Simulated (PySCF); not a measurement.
# SMILES N(C=C)(C)B(N)N, C3H10BN3

Geometry:
| atom | x (Å) | y (Å) | z (Å) |
| --- | --- | --- | --- |
| C1 | 2.170 | 1.156 | 0.473 |
| C2 | 1.085 | 0.957 | -0.273 |
| N3 | 0.165 | -0.059 | -0.167 |
| C4 | 0.394 | -1.018 | 0.891 |
| B5 | -0.988 | -0.149 | -1.036 |
| N6 | -2.117 | -0.909 | -0.647 |
| N7 | -1.008 | 0.503 | -2.289 |
| H8 | 2.800 | 2.007 | 0.287 |
| H9 | 2.474 | 0.510 | 1.276 |
| H10 | 0.847 | 1.673 | -1.047 |
| H11 | -0.304 | -1.846 | 0.793 |
| H12 | 0.272 | -0.560 | 1.879 |
| H13 | 1.409 | -1.419 | 0.820 |
| H14 | -2.935 | -0.971 | -1.226 |
| H15 | -2.279 | -1.222 | 0.291 |
| H16 | -1.794 | 0.446 | -2.909 |
| H17 | -0.198 | 0.912 | -2.715 |

Computed, not measured: GIAO HF/pcSseg-1 magnetisability, rotational g tensor and spin-rotation constants, non-relativistic, gas phase (PySCF 2.14.0). Geometry: GFN2-xTB.

(1) Give the nuclear spin-rotation constants along the inertial axes (H = +C I·J) beside the isotropic shieldings.

(2) How do the rotational constants and the g tensor change when H8, H9, H10, H11, H12, H13, H14, H15, H16, H17 are replaced by deuterium?

## Answers

(1) Rotational constants 4.4375, 1.8940, 1.3676 GHz. A star marks the isotopologue with that one atom substituted, in its own axes.
| atom | isotope | Caa (kHz) | Cbb (kHz) | Ccc (kHz) | mean (kHz) | σ (ppm) |
| --- | --- | --- | --- | --- | --- | --- |
| N3 | 14N | 0.277 | 0.163 | 0.041 | 0.160 | 191.0 |
| B5 | 11B | 1.196 | 0.458 | 0.215 | 0.623 | 88.8 |
| N6 | 14N | 0.201 | 0.086 | 0.053 | 0.113 | 228.3 |
| N7 | 14N | 0.235 | 0.070 | 0.052 | 0.119 | 229.5 |
| H8 | 1H | -0.144 | -0.012 | -0.153 | -0.103 | 28.3 |
| H9 | 1H | -0.345 | 0.078 | -0.158 | -0.142 | 28.3 |
| H10 | 1H | -0.398 | 0.157 | -0.136 | -0.126 | 25.4 |
| H11 | 1H | -0.081 | -0.104 | -0.135 | -0.106 | 29.2 |
| H12 | 1H | -0.342 | -0.153 | -0.027 | -0.174 | 29.7 |
| H13 | 1H | -0.180 | -0.192 | -0.045 | -0.139 | 29.5 |
| H14 | 1H | 0.088 | -0.210 | -0.176 | -0.099 | 30.5 |
| H15 | 1H | -0.484 | 0.000 | -0.150 | -0.211 | 30.5 |
| H16 | 1H | 0.058 | -0.194 | -0.176 | -0.104 | 30.4 |
| H17 | 1H | -0.282 | -0.078 | -0.152 | -0.171 | 30.3 |
| C1 | 13C* | 1.039 | 0.657 | 0.160 | 0.619 | 107.7 |
| C2 | 13C* | 1.421 | 0.970 | 0.219 | 0.870 | 43.6 |
| C4 | 13C* | 0.745 | 0.253 | 0.199 | 0.399 | 162.7 |

For the geometry as given, no vibrational averaging.

(2) Constants 3.4941, 1.6069, 1.1428 GHz; g -0.0093, -0.0057, 0.0067, against -0.0118, -0.0068, 0.0079 before.
